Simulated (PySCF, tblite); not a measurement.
Isomers of C3H7FO3Si3, one GFN2-xTB conformer each. Single-point energies are computed at PBE0/pcSseg-1 (PySCF, gas phase, no added dispersion term), electronic only.

Task: Rank them by PBE0/pcSseg-1 energy, lowest first (kcal/mol).
A. `[CH2:1]=[C:2]([F:3])[Si:4]1([C:5](=[O:6])[OH:7])[SiH2:8][O:9][SiH2:10]1` with C1–C2–Si4–C5 -1°, C2–Si4–C5–O6 -1°, Si4–C5–O7–H 180°
B. `[CH2:1]=[C:2]([F:3])[Si:4]1([O:5][CH:6]=[O:7])[SiH2:8][O:9][SiH2:10]1` with C1–C2–Si4–O5 1°, C2–Si4–O5–C6 179°, Si4–O5–C6–O7 0°

Result: B (0.0), A (16.6).

As drawn, the higher has an O–H bond, which the lower lacks. GFN2-xTB itself gives, in the same order: 0.0, 33.7. Both levels put the same isomer lowest.

Task: Which frontier levels, dipoles and rotational constants go with these structures?

Result: 
```json
{"SMILES": "C=C(F)[Si]1(OC=O)[SiH2]O[SiH2]1", "HOMO (eV, PBE0/pcSseg-1)": "-7.48", "LUMO (eV)": "-1.30", "dipole (D)": "3.19", "A, B, C (MHz)": "1010, 759.5, 558.9"}
{"SMILES": "C=C(F)[Si]1(C(=O)O)[SiH2]O[SiH2]1", "HOMO (eV, PBE0/pcSseg-1)": "-7.45", "LUMO (eV)": "-1.46", "dipole (D)": "2.06", "A, B, C (MHz)": "948.3, 742.8, 530.5"}
```

Task: What happens when harmonic zero-point energies from GFN2-xTB frequencies are added?

Result: 
| SMILES | ZPE (kcal/mol) | electronic (kcal/mol) | with ZPE (kcal/mol) |
| --- | --- | --- | --- |
| C=C(F)[Si]1(OC=O)[SiH2]O[SiH2]1 | 59.1 | 0.0 | 0.0 |
| C=C(F)[Si]1(C(=O)O)[SiH2]O[SiH2]1 | 59.1 | 16.6 | 16.6 |

The zero-point energies span 0.0 kcal/mol. The order is unchanged.
